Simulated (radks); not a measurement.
All-electron atom: Ga2+ in [Ar] 3d9 4s1 4p1 (not the ground configuration). Method: scalar-relativistic Kohn-Sham, PBEsol, spin-polarised, spherical densities, point nucleus; open shells are filled with parallel spins first; computed with a radial shooting solver on a logarithmic mesh with Libxc functionals.

Normalised radial functions P(r) = r R(r), r in bohr:

```
   r/bohr * 3p down, o 4p down (the largest magnitude, 1.31, reaches the edge; | marks zero, & curves that meet)
 0.001849                             &
 0.002119                             &
 0.002408                             &
 0.002759                             &
 0.003161                             &
 0.003621                             &
 0.004148                             &
 0.004715                             &
 0.005402                             &
 0.006189                             &
  0.00709                             &
 0.008123                             &
 0.009307                             o*
  0.01058                             o*
  0.01212                             o*
  0.01388                             o*
  0.01591                             o*
  0.01822                             |o*
  0.02071                             |o*
  0.02373                             |o *
  0.02719                             |o *
  0.03115                             |o  *
  0.03569                             |o   *
  0.04056                             | o   *
  0.04647                             | o    *
  0.05324                             | o      *
  0.06099                             |  o      *
  0.06988                             |  o       *
  0.07942                             |   o        *
  0.09099                             |   o         *
   0.1042                             |   o         *
   0.1194                             |   o         *
   0.1368                             |   o         *
   0.1568                             |  o        *
   0.1782                             |  o      *
   0.2041                             |o    *
   0.2339                             o*
   0.2679                        *  o |
    0.307                  *       o  |
   0.3489             *          o    |
   0.3997        *              o     |
   0.4579    *                 o      |
   0.5247  *                   o      |
   0.6011  *                    o     |
   0.6832    *                    o   |
   0.7827       *                   o |
   0.8967           *                 |o
    1.027               *             |    o
    1.177                   *         |       o
    1.338                      *      |          o
    1.533                         *   |            o
    1.756                           * |             o
    2.012                            *|              o
    2.305                            *|             o
    2.641                             *            o
    3.001                             *          o
    3.438                             *       o
    3.939                             *     o
    4.513                             *   o
    5.171                             * o
    5.877                             *o
    6.733                             *o
    7.714                             &
```

3p down: eigenvalue -128.54 eV, 1 radial node at r = 0.240 bohr, <r> = 0.672 bohr, 90 % of the charge inside 1.03 bohr. 4p down (empty): eigenvalue -18.361 eV, 2 radial nodes at r = 0.233, 0.842 bohr, <r> = 2.34 bohr, 90 % of the charge inside 3.49 bohr.
